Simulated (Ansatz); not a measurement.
Consider the formal exchange of groups at the Al–C bond: `[CH3][Al]([OH])[CH2]F` + `F[SiH3]` → `[CH3][Al]([OH])[SiH2]F` + `CF`.

Computed with Ansatz on PBE0-D4/def2-TZVP structures; ΔE is electronic, products minus reactants. CBS: MP2 limit from def2 TZ/QZ plus the TZ coupled-cluster correction, frozen cores. This one scheme is used for every species. DFT in def2-TZVPP. One conformer a species, not always the lowest.

(1) Is it downhill or uphill in electronic energy at CCSD(T)/CBS, and by how much? (An estimate is asked.)

(2) What do these levels give: PBE0-D4, ωB97X-V, B2PLYP, CCSD/def2-TZVPP, SCS-MP2/def2-QZVPP, HF/CBS(def2)? (An estimate is asked.)

Largest T1 diagnostic among the species: 0.012.

## Answers

(1) Computed: Downhill: ΔE = -3.9 kcal/mol.

(2) Ansatz gave: PBE0-D4 -6.3, ωB97X-V -4.0, B2PLYP -3.3, CCSD/def2-TZVPP -3.9, SCS-MP2/def2-QZVPP -2.6, HF/CBS(def2) -3.3 kcal/mol.
